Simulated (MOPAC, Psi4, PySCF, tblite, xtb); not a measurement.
Dimer C2H8Si2 ··· H2 (SMILES C1[SiH2]C[SiH2]1 and [H][H]), singlet at R = 3.46 Å between the centres of mass, closest contact 2.87 Å (lowest of the rigid-body minima from ten starts at GFN2-xTB). Geometry in Å and degrees:

```
Si
H 1 1.4840
H 1 1.4840 2 108.71
C 1 1.9002 2 113.78 3 -128.09
H 4 1.0897 1 115.10 2 0.07
H 4 1.0898 5 108.18 1 -130.00
Si 4 1.9002 5 115.09 6 -130.00
H 7 1.4840 4 113.78 5 -0.07
H 7 1.4840 8 108.71 4 -128.09
C 7 1.9002 8 113.77 9 -128.09
H 10 1.0897 7 115.09 8 0.07
H 10 1.0898 11 108.18 7 -130.01
H 2 2.8661 1 95.59 3 179.71
H 13 0.7438 2 131.03 1 -179.72
```

Computed with: GFN2-xTB (tblite); SAPT0/jun-cc-pVDZ, frozen core (Psi4); PBE/def2-TZVP, counterpoise-corrected (Psi4); PBE-D3(BJ)/def2-TZVP, counterpoise-corrected (Psi4); wB97X-D/def2-TZVP, counterpoise-corrected (Psi4); HF/aug-cc-pVTZ, counterpoise-corrected (Psi4); MP2/aug-cc-pVTZ = DF-MP2/aug-cc-pVTZ, frozen core, counterpoise-corrected in Psi4; SCS-MP2/aug-cc-pVTZ = Psi4 with DF-SCS-MP2/aug-cc-pVTZ, frozen core, counterpoise-corrected; AM1, restricted, heats of formation (MOPAC); PM6, restricted, heats of formation (MOPAC); GFN1-xTB (xtb); RKS-B3LYP/6-31G* = restricted B3LYP/6-31G*, spherical d, no counterpoise correction (PySCF 2.14.0); RHF/STO-3G = restricted Hartree-Fock/STO-3G, no counterpoise correction (PySCF); RMP2/6-31G* = restricted MP2 (frozen core)/6-31G*, spherical d, no counterpoise correction (PySCF); RKS-B3LYP/6-311+G** = PySCF 2.14.0 with restricted B3LYP/6-311+G**, spherical d, no counterpoise correction.

### Question
What interaction energy does each level give?

### Answer

| method | E_int / kcal/mol |
|---|---|
| GFN2-xTB | -0.98 |
| GFN1-xTB | -0.93 |
| PBE-D3(BJ)/def2-TZVP | -0.70 |
| wB97X-D/def2-TZVP | -0.53 |
| MP2/aug-cc-pVTZ | -0.31 |
| SCS-MP2/aug-cc-pVTZ | -0.04 |
| PM6 | 0.03 |
| PBE/def2-TZVP | 0.07 |
| RMP2/6-31G* | 0.10 |
| SAPT0/jun-cc-pVDZ | 0.12 |
| AM1 | 0.55 |
| RHF/STO-3G | 0.56 |
| RKS-B3LYP/6-31G* | 0.61 |
| RKS-B3LYP/6-311+G** | 0.71 |
| HF/aug-cc-pVTZ | 0.94 |
